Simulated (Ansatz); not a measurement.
Spectroscopic constants of HF+, multiplicity 2 (the spin of the measured ground state).

Constants: fifth-degree fit in 1/R to seven points, most abundant isotopes. In def2 and cc sets the state is the lowest found near the PBE0 minimum, followed along R.

Correlated levels freeze the cores.

The values were computed with Ansatz (Gaussian basis) for Hartree–Fock, density functionals and correlated methods. Each number belongs to the level named beside it.

Energies at CCSD/def2-TZVPP:

| R (Å) | E (hartree) |
|---|---|
| 0.936545 | -99.75445716 |
| 0.961721 | -99.75642214 |
| 0.984882 | -99.75728509 |
| 1.011065 | -99.75734792 |
| 1.037248 | -99.75660374 |
| 1.067459 | -99.75492698 |
| 1.102706 | -99.75209282 |

Task: With a reduced mass of 0.9571 u, find the minimum, the force constant and the constants.

Result: A fifth-degree polynomial in 1/R puts the minimum at r_e = 0.9996 Å with force constant 556 N/m. Then ω_e = (1/2πc)√(k/μ) = 3141 cm⁻¹ and B_e = h/(8π²cμr_e²) = 17.63 cm⁻¹; the cubic and quartic terms give α_e = 0.84 and ω_e x_e = 88 cm⁻¹.

Ansatz is a program for electronic structure.
